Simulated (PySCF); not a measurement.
C₂H₄F₂OSi, SMILES O=C([SiH3])C(F)F.

Geometry optimised at PBE-D3(BJ)/def2-SVP. One conformer was computed; it need not be the lowest.

Two levels are set side by side: PBE/def2-TZVP (PySCF) and HF/def2-TZVP (PySCF). Same geometry, gas phase. Differences are taken from unrounded values.

```json
[
 {"quantity": "orbital gap (eV)", "HF": "13.42", "PBE": "2.84", "PBE minus HF": "-10.58"},
 {"quantity": "highest occupied level (eV)", "HF": "-11.40", "PBE": "-6.18", "PBE minus HF": "5.22"},
 {"quantity": "lowest empty level (eV)", "HF": "2.02", "PBE": "-3.35", "PBE minus HF": "-5.36"},
 {"quantity": "dipole moment (D)", "HF": "0.88", "PBE": "0.60", "PBE minus HF": "-0.28"},
 {"quantity": "mean polarisability (bohr³)", "HF": "50.5", "PBE": "58.8", "PBE minus HF": "8.2"}
]
```

PBE's occupied levels lie high since its potential decays too fast outside the molecule; exact exchange lowers them and widens the gap. Loosely held outer electrons make PBE densities more polarisable. Differences between two approximate levels are no errors against the true value.

Rough cost on one machine, each run with all the roots and properties that it gave: HF against PBE about 1/4.
